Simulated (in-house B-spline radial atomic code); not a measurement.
# B97-1 excitations of the iron ion Fe⁸⁺

Method: B97-1. Computed with an all-electron radial atomic-structure program (B-spline basis): linear response of the closed shell [Ne] 3s2 3p6 with the functional's adiabatic kernel; scalar-relativistic (spin-free one-electron X2C), finite nucleus, no spin-orbit coupling, no double excitations, S, P, D and F terms only. Only terms of natural parity with L up to 3 were computed.

Command:
```bash
python run_td.py task.json out
```
Settings (radii: box in bohr, nucleus in fm):
```
Z                        26
electrons                18
configuration            [Ne] 3s2 3p6
hamiltonian              x2c
method                   b97_1
box_radius               11.59
rms_radius               3.7377
intervals                70
```

Run time, properties included: 1 s on 1 thread of Arm Neoverse N1 (shared host).

The lowest states, in the order of their Tamm-Dancoff energies; the method's threshold (minus the highest occupied level) is 223.54 eV. Labels give the largest channel, * marks a mixed state, and oscillator strengths are full-response dipole values. Semilocal kernels can invert the small singlet-triplet splittings of Rydberg terms. Energies in eV:

```
     state  full response  Tamm-Dancoff  oscillator strength
3p → 3d 3P              ?             ?                    -
3p → 3d 3F          52.00         52.23                    -
3p → 3d 1F          56.34         56.35                    -
3p → 3d 1P          72.26         75.30                 2.91
3s → 3d 3D          90.50         90.56                    -
3s → 3d 1D          96.01         96.15                    -
3p → 4s 3P         115.97        115.98                    -
3p → 4s 1P              ?             ?                    ?
3p → 4p 3S         126.69        126.72                    -
3p → 4p 3D         127.66        127.68                    -
3p → 4p 1D         128.26        128.27                    -
3p → 4p 1S         133.14        133.45                    -
3p → 4d 3P         145.00        145.02                    -
3p → 4d 3F         145.31        145.32                    -
3p → 4d 1F         145.65        145.65                    -
3p → 4d 1P         146.48        146.54                 0.51
3s → 4s 3S         153.59        153.60                    -
3s → 4s 1S         155.65        155.76                    -
3p → 4f 3D         158.67        158.69                    -
3p → 4f 1D         160.28        160.32                    -
3p → 5s 3P         164.88        164.90                    -
3p → 5s 1P         165.39        165.40                0.038
```

Q: Where does 3p → 4s 1P lie?

A: At 116.92 eV in full response, 116.96 eV in Tamm-Dancoff, oscillator strength 0.314.

Q: Where does 3p → 3d 3P lie?

A: At 51.17 eV in full response, 51.34 eV in Tamm-Dancoff.

Q: How large is the singlet-triplet splitting of 3p → 3d (F terms) in Tamm-Dancoff?

A: 4.12 eV, from the unrounded values.

Q: What polarisabilities and dispersion coefficient does the method give?

A: Dipole 0.4936 bohr³, quadrupole 0.3053 bohr⁵, C6 0.5679 hartree·bohr⁶ for two such species.
